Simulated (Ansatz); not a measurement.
Ansatz (a quantum-chemistry and plane-wave program) input (CCSD(T)/aug-cc-pV(D+d)Z):
A basis named .json is the Basis Set Exchange file of that set.

Ansatz 0.2 input:
```yaml
crystal:
  periodic: [false, false, false]
  atoms:
    - {symbol: N, position_ang: [1.31669301, -0.88706795, -0.03771613]}
    - {symbol: Si, position_ang: [0.14407515, 0.41633171, -0.00338902]}
    - {symbol: N, position_ang: [-1.49136570, -0.08019270, 0.04116007]}
    - {symbol: H, position_ang: [2.28599137, -0.55730127, -0.06406863]}
    - {symbol: H, position_ang: [0.40346141, 1.21692581, 1.22046965]}
    - {symbol: H, position_ang: [0.33543646, 1.22045876, -1.23741607]}
    - {symbol: H, position_ang: [-1.93259514, -0.46775793, -0.77809938]}
    - {symbol: H, position_ang: [-1.88663735, -0.47014479, 0.88245311]}
basis:
  gaussian:
    orbitals: aug-cc-pV_D+d_Z.json
magnetization: {spin_polarized: true, initial_magnetization: 1}
correlation: {method: ccsd_t, electrons: outside_noble_gas}
output: {forces: true}
```

End of the output:

```
densities: 10.79 GiB planned
second order -11.72777587 eV of doubles, -0.00000000 eV of singles
coupled cluster: 4.01 GiB planned
cycle   1  -12.87615024 eV  change   -4.3e-1 eV  update   2.6e-2
cycle   2  -12.89938792 eV  change   -2.3e-2 eV  update   7.0e-3
cycle   3  -12.90273286 eV  change   -3.3e-3 eV  update   3.8e-3
cycle   4  -12.90466413 eV  change   -1.9e-3 eV  update   1.4e-3
cycle   5  -12.90523493 eV  change   -5.7e-4 eV  update   6.7e-4
cycle   6  -12.90549724 eV  change   -2.6e-4 eV  update   3.3e-4
cycle   7  -12.90562649 eV  change   -1.3e-4 eV  update   1.5e-4
cycle   8  -12.90567390 eV  change   -4.7e-5 eV  update   6.2e-5
cycle   9  -12.90567662 eV  change   -2.7e-6 eV  update   2.5e-5
cycle  10  -12.90567355 eV  change    3.1e-6 eV  update   1.0e-5
cycle  11  -12.90567296 eV  change    6.0e-7 eV  update   4.6e-6
cycle  12  -12.90567311 eV  change   -1.5e-7 eV  update   1.9e-6
cycle  13  -12.90567350 eV  change   -3.9e-7 eV  update   7.8e-7
cycle  14  -12.90567356 eV  change   -6.1e-8 eV  update   3.2e-7
perturbative correction -0.37786815 eV, -0.0138863983 hartree
the calculation of the forces begins
0.23 GiB of device memory are held for the factors and their scratch space
Total energy: -10918.77197923 eV, -401.2574692272 hartree
Atom 0 at     1.316693    -0.887068    -0.037716 Å, force     0.090239    -0.673287    -0.003465 eV/Å
Atom 1 at     0.144075     0.416332    -0.003389 Å, force     0.145089     0.599066    -0.003154 eV/Å
Atom 2 at    -1.491366    -0.080193     0.041160 Å, force    -0.293644     0.170798     0.008372 eV/Å
Atom 3 at     2.285991    -0.557301    -0.064069 Å, force     0.383637     0.139394    -0.010417 eV/Å
Atom 4 at     0.403461     1.216926     1.220470 Å, force     0.001882     0.049324     0.098633 eV/Å
Atom 5 at     0.335436     1.220459    -1.237416 Å, force    -0.003572     0.049607    -0.098444 eV/Å
Atom 6 at    -1.932595    -0.467758    -0.778099 Å, force    -0.170602    -0.166994    -0.313226 eV/Å
Atom 7 at    -1.886637    -0.470145     0.882453 Å, force    -0.153029    -0.167907     0.321701 eV/Å
Dipole moment:    -0.055863     0.060992     0.001634 e Å
```

It need not be the lowest isomer of its formula.
